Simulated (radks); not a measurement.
Values are calculated unless marked as measured or tabulated.
Problem. Ionisation of the bromine ion Br24+, [Ne] 3s1, to [Ne] as the strength of local exchange is varied. Code: a radial shooting solver on a logarithmic mesh with Libxc functionals. Model: Dirac Kohn-Sham, Slater X-alpha exchange (alpha = 2/3 is LDA exchange), no correlation, spin-unpolarised, spherical densities, point nucleus.

alpha  E(Br24+) (hartree)  exchange (hartree)  IE (eV)  -e of the level emptied (eV)  <r> of it (bohr)
0.667         -2225.91222           -53.82905   1116.6                1093.9 (3s1/2)            0.4578
0.675         -2226.55791           -54.48518   1117.0                1094.4 (3s1/2)            0.4576
0.739         -2231.72789           -59.74315   1120.8                1098.5 (3s1/2)            0.4567
0.858         -2241.36201           -69.56207   1127.7                1106.1 (3s1/2)            0.4548
0.879         -2243.06501           -71.30054   1129.0                1107.4 (3s1/2)            0.4545
1.015         -2254.11471           -82.60081   1137.0                1116.1 (3s1/2)            0.4525
?             -2243.38948           -71.63187   1129.2                1107.7 (3s1/2)            0.4545

Which alpha was used in the last row?

Solution. alpha = 0.883. NIST Atomic Spectra Database: 1119.2 eV (semi-empirical). The Delta-SCF value meets it near alpha = 0.71. Spin polarisation and multiplet splitting are left out, so open shells lie too high by an amount that depends on their filling.

Beside tabulated values, note that spin-unpolarised runs miss the spin-polarisation part of the exchange energy of open shells.
